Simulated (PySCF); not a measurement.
# Radial density of Mg (magnesium, neutral)

BP86, [Ne] 3d2, high-spin 3F determinant (an excited configuration). Calculation: PySCF 2.14, in aug-cc-pVQZ with one added diffuse shell each of s, p, d, f, g type (8s7p5d4f3g, 109 functions); the non-relativistic Hamiltonian (point nucleus).

```tsv
r (bohr)	4πr²ρ (e/bohr)	4πr²(ρα − ρβ)
0.00224	0.06506	0.0000
0.00377	0.1775	0.0000
0.00633	0.4722	0.0000
0.0107	1.205	0.0000
0.0179	2.864	0.0000
0.0301	6.055	0.0000
0.0507	10.53	0.0000
0.0853	13.31	-0.0001
0.143	10.61	0.0000
0.241	7.323	0.0001
0.406	10.26	0.0000
0.683	9.331	0.0006
1.15	2.761	0.0076
1.93	0.2312	0.0614
3.25	0.2277	0.2266
5.46	0.3577	0.3577
9.19	0.1095	0.1095
15.5	0.002895	0.0029
```

The outer electron is Rydberg-like, and this basis confines it to a smaller radius and binds it less than a complete one would.
